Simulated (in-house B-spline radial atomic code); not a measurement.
Computed with a B-spline radial atomic code. Model: two electrons, singlet ground state, non-relativistic, full CI in B-splines with partial waves to l = 8 (at full coupling up to 3e-4 hartree above the limit, correlation up to 0.6 % small), density held at that of full coupling by Lieb maximisation.

Along the adiabatic connection the electron repulsion is scaled by a coupling λ while a local potential keeps the density fixed. At λ = 0 the system is the Kohn-Sham one and W equals the exchange energy; the exchange-correlation energy is the area under W between 0 and 1. The kinetic energy rises with λ as the electrons avoid each other, with dT/dλ = −λ dW/dλ.

Command:
```bash
python run_ac.py task.json out
```
Settings (lengths in bohr, energies in hartree):
```
potential              yukawa
strength               8.29
lmax                   8
second                 3.75
```

Cost of the run: 32 s on 1 thread of Intel(R) Xeon(R) Processor @ 2.30GHz (shared host).

**W = mean repulsion less Hartree energy, and W of three functionals.**

Given: confinement screened point charge; nuclear charge 8.29; screening of the nucleus 3.75 1/bohr; external potential -Z exp(-k r)/r.

Computed: LDA exchange minus exact 576.15 millihartree; SCAN exchange minus exact -26.28 millihartree.

| coupling | W xc (hartree) | W xc minus exchange (millihartree) | kinetic minus Kohn-Sham (millihartree) | LDA (PW92) W minus its exchange (millihartree) | PBE W minus its exchange (millihartree) | SCAN W minus its exchange (millihartree) |
| --- | --- | --- | --- | --- | --- | --- |
| 0 | -4.212 | 0 | 0 | 0 | 0 | 0 |
| 0.02 | -4.2139 | -1.946 | 0 | -15.28 | -1.73 | -1.83 |
| 0.05 | -4.2168 | -4.856 | 0.1 | -32.59 | -4.34 | -4.56 |
| 0.12 | -4.2236 | -11.608 | 0.7 | -65.61 | -10.48 | -10.83 |
| 0.25 | -4.236 | -24.011 | 3 | -115.26 | -21.97 | -22.23 |
| 0.4 | -4.2501 | -38.104 | 7.6 | -163.17 | -35.26 | -35.06 |
| 0.6 | ? | ? | ? | ? | ? | ? |
| 0.8 | -4.2866 | -74.585 | 29.4 | -266.44 | -70.39 | -67.89 |
| 1 | -4.3042 | -92.248 | 45.3 | -310.03 | -87.68 | -83.63 |
| 1.4 | -4.3385 | -126.48 | 86.3 | -387.07 | -121.53 | -113.95 |
| 2 | -4.3872 | -175.23 | 169 | -485.22 | -170.32 | -156.84 |
| 3 | -4.4622 | -250.23 | 355.9 | -619.36 | -246.28 | -222.47 |
| 4.5 | ? | ? | ? | ? | ? | ? |
| 7 | -4.7009 | -488.94 | 1520.9 | -979.83 | -493.44 | -432.58 |
| 10 | -4.8337 | -621.71 | 2641.6 | -1160.3 | -635.18 | -552.6 |

Q: What belongs in the row 0.6?

A: W xc (hartree): -4.2685; W xc minus exchange (millihartree): -56.541; kinetic minus Kohn-Sham (millihartree): 16.8; LDA (PW92) W minus its exchange (millihartree): -218.13; PBE W minus its exchange (millihartree): -52.9; SCAN W minus its exchange (millihartree): -51.71.

Q: What belongs in the row 4.5?

A: W xc (hartree): -4.562; W xc minus exchange (millihartree): -349.99; kinetic minus Kohn-Sham (millihartree): 728.3; LDA (PW92) W minus its exchange (millihartree): -778.63; PBE W minus its exchange (millihartree): -348.6; SCAN W minus its exchange (millihartree): -309.77.

Q: What is the PBE exchange minus exact?

A: 38.583 millihartree.

**Energy parts, natural occupations and partial-wave weights.**

Computed: total energy -19.1855 hartree; exchange energy -4.212 hartree; initial slope twice GL2 -0.097407 hartree; kinetic part over minus potential part 0.49094; Hartree energy 8.424 hartree; Kohn-Sham kinetic 48.938 hartree; Lieb Oxford ratio E_xc over LDA exchange 1.1714.

| natural | occupation of the shell (electrons) |
| --- | --- |
| s | 1.9988 |
| s | ? |
| p | 0.00055088 |
| d | 3.0625e-05 |
| p | 2.6472e-05 |
| s | 1.5559e-05 |

Q: What belongs in the row s?

A: occupation of the shell (electrons): 0.0005968.

| wave | weight |
| --- | --- |
| s | 0.99969 |
| p | ? |
| d | 1.7589e-05 |
| f | 2.6495e-06 |
| g | 6.3253e-07 |

Q: What belongs in the row p?

A: weight: 0.00029023.

Q: What is the correlation energy?

A: -0.046959 hartree.

Q: What is the kinetic part of the DFT correlation energy?

A: 0.045289 hartree.

Half-way to full coupling W has made 51 % of its drop, against 50 % for a straight line, and second-order (GL2) theory, half the initial slope, overshoots the correlation energy by about 4 %: correlation is weak here. Over couplings 0 to 1 the errors in E_xc come to about +442 millihartree for LDA, +42 millihartree for PBE, -22 millihartree for SCAN, so SCAN is nearest. In LDA and SCAN the errors of exchange and correlation have opposite signs, so the sum is smaller than the larger of the two.
